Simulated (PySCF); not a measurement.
B(CCH)(Cl)(Me) (C3H4BCl), SMILES CB(Cl)C#C.

Coordinates come from a PBE0-D3(BJ)/def2-SVP optimisation. This is a generated structure with no PubChem entry under its InChIKey; it may be hypothetical.

Two levels are set side by side: PBE/def2-TZVP (PySCF) and HF/def2-TZVP (PySCF). Same geometry, gas phase. Differences are taken from unrounded values.

```
quantity                         HF    PBE  PBE minus HF
---------------------------  ------  -----  ------------
orbital gap (eV)              12.81   4.22         -8.59
highest occupied level (eV)  -11.03  -7.04          3.99
lowest empty level (eV)        1.79  -2.82         -4.60
dipole moment (D)              1.78   1.49         -0.29
mean polarisability (bohr³)    56.1   62.2           6.1
```

Without exact exchange PBE keeps part of each electron's self-repulsion, which lifts occupied levels and narrows the gap. Loosely held outer electrons make PBE densities more polarisable. Differences between two approximate levels are no errors against the true value.

Rough cost on one machine, each run with all the roots and properties that it gave: HF against PBE about 1/3.
